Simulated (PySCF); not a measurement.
Species: C₈H₁₆OP (charge +1).
Cartesian coordinates in Å at the PBE0-D3(BJ)/def2-SVP level; atoms count from 1:
```
atom  x, y, z in Å
C1     3.019   -0.285   -1.098
C2     2.555   -1.004    0.109
C3     1.304   -1.192    0.568
P4    -0.199   -0.630   -0.186
C5    -1.400   -1.988   -0.210
C6    -2.727   -1.644   -0.875
C7    -0.916    0.793    0.693
C8    -0.030    2.019    0.480
C9    -0.420    3.280    1.179
O10    0.926    1.919   -0.252
H11    2.219    0.178   -1.685
H12    3.715    0.515   -0.795
H13    3.602   -0.971   -1.734
H14    3.348   -1.455    0.720
H15    1.141   -1.765    1.489
H16    0.020   -0.231   -1.517
H17   -1.535   -2.309    0.837
H18   -0.888   -2.817   -0.727
H19   -3.357   -2.543   -0.919
H20   -3.289   -0.882   -0.317
H21   -2.590   -1.289   -1.908
H22   -1.005    0.541    1.763
H23   -1.941    0.982    0.329
H24   -1.361    3.662    0.748
H25    0.366    4.034    1.048
H26   -0.606    3.102    2.249
```

Method used: PySCF 2.14.0, PBE0-D3(BJ)/def2-SVP geometry optimisation, gas phase.

Take the most abundant isotopes and a rigid rotor. The values belong to one conformer with, in the numbering `[CH3:1]/[CH:2]=[CH:3]\[P@@H+:4]([CH2:5][CH3:6])[CH2:7][C:8]([CH3:9])=[O:10]`, C2–C3–P4–C5 133°, C3–P4–C5–C6 -178°, C3–P4–C7–C8 70°, P4–C7–C8–C9 -177°.

Give the principal moments of inertia and the rotational constants in GHz.

Ia = 467.02, Ib = 537.65, Ic = 890.37 u·Å²; 505379 MHz·u·Å²/I gives 1082, 940.0 and 567.6 MHz, that is A = 1.0821, B = 0.9400, C = 0.5676 GHz.

What kind of rotor is it?

An asymmetric top. Ray's parameter κ = (2B − A − C)/(A − C) = 0.447; −1 is the prolate and +1 the oblate limit.

What does the inertial defect say?

Not planar: Δ = Ic − Ia − Ib = -114.30 u·Å². For a rigid frame Δ = −2 Σ m c², so Σ m c² = 57.15 u·Å² lies off the ab plane: 20.78 from hydrogen and 36.37 from heavier atoms. The atom farthest from that plane is 1.96 Å away.

Which types of transition are allowed, and where do some lines up to J = 5 fall?

The dipole components (about the centre of mass, as the species is charged) are |μa| = 2.61 D, |μb| = 1.08 D, |μc| = 1.31 D. Intensities carry the squares of the components, which stand as 1.00 : 0.17 : 0.25 (a : b : c). Some lines, for components of 0.1 D or more:

```json
{"type": "b", "branch": "Q", "J(Ka,Kc)": "4(3,1) ← 4(2,2)", "MHz": "1119", "lower level (cm⁻¹)": "0.602"}
{"type": "b", "branch": "Q", "J(Ka,Kc)": "4(2,2) ← 4(1,3)", "MHz": "1934", "lower level (cm⁻¹)": "0.538"}
{"type": "b", "branch": "Q", "J(Ka,Kc)": "5(1,4) ← 5(0,5)", "MHz": "3917", "lower level (cm⁻¹)": "0.641"}
{"type": "b", "branch": "R", "J(Ka,Kc)": "2(2,0) ← 1(1,1)", "MHz": "4450", "lower level (cm⁻¹)": "0.055"}
{"type": "a", "branch": "R", "J(Ka,Kc)": "4(1,3) ← 3(1,2)", "MHz": "5920", "lower level (cm⁻¹)": "0.340"}
{"type": "a", "branch": "R", "J(Ka,Kc)": "5(1,5) ← 4(1,4)", "MHz": "6114", "lower level (cm⁻¹)": "0.437"}
{"type": "b", "branch": "R", "J(Ka,Kc)": "5(1,5) ← 4(0,4)", "MHz": "6114", "lower level (cm⁻¹)": "0.437"}
{"type": "c", "branch": "R", "J(Ka,Kc)": "3(3,0) ← 2(2,0)", "MHz": "6190", "lower level (cm⁻¹)": "0.203"}
{"type": "a", "branch": "R", "J(Ka,Kc)": "4(3,1) ← 3(3,0)", "MHz": "6885", "lower level (cm⁻¹)": "0.410"}
{"type": "b", "branch": "R", "J(Ka,Kc)": "5(1,4) ← 4(2,3)", "MHz": "6974", "lower level (cm⁻¹)": "0.539"}
{"type": "b", "branch": "R", "J(Ka,Kc)": "5(2,3) ← 4(3,2)", "MHz": "7592", "lower level (cm⁻¹)": "0.616"}
{"type": "c", "branch": "R", "J(Ka,Kc)": "4(1,3) ← 3(0,3)", "MHz": "8004", "lower level (cm⁻¹)": "0.271"}
{"type": "c", "branch": "R", "J(Ka,Kc)": "4(3,2) ← 3(2,2)", "MHz": "8115", "lower level (cm⁻¹)": "0.346"}
{"type": "c", "branch": "R", "J(Ka,Kc)": "5(1,4) ← 4(0,4)", "MHz": "10031", "lower level (cm⁻¹)": "0.437"}
```

Estimate the classical rotational partition function at 50 K, 200 K and 500 K.

Point group C1, symmetry number σ = 1; q = (√π/σ)·√((kT/h)³/(ABC)), k/h = 20836.6 MHz/K: 78400 at 50 K, 628000 at 200 K, 2480000 at 500 K.

Not checked by PBE0-D3(BJ)/def2-SVP frequencies. These are rigid-rotor constants of the computed structure; measured ground-state constants (B0) also hold zero-point vibration. A rigid rotor knows nothing of internal rotation, which can split or shift real lines.
